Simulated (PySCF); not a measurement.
A structure optimised at TPSSh-D3(BJ)/def2-SVP, used in a PySCF frequency run:

```xyz
9

N     -1.5965    -0.9212    -0.5010
Ge    -0.0395    -0.2524     0.1023
N      1.3237    -1.4381    -0.0634
F     -0.1083     0.0571     1.8117
Cl     0.2398     1.7087    -0.7844
H     -1.5729    -1.8834    -0.8315
H     -2.1611    -0.3231    -1.0991
H      2.0602    -1.2926     0.6288
H      1.7450    -1.4724    -0.9921
```
Charge 0, spin multiplicity 1.

Question: Write its SMILES and formula.

Answer: [NH2][Ge]([NH2])([F])[Cl], ClFGeH₄N₂

Question: What are its rotational constants (standard atomic weights)?

Answer: 3.3340, 2.0717, 1.9811 GHz
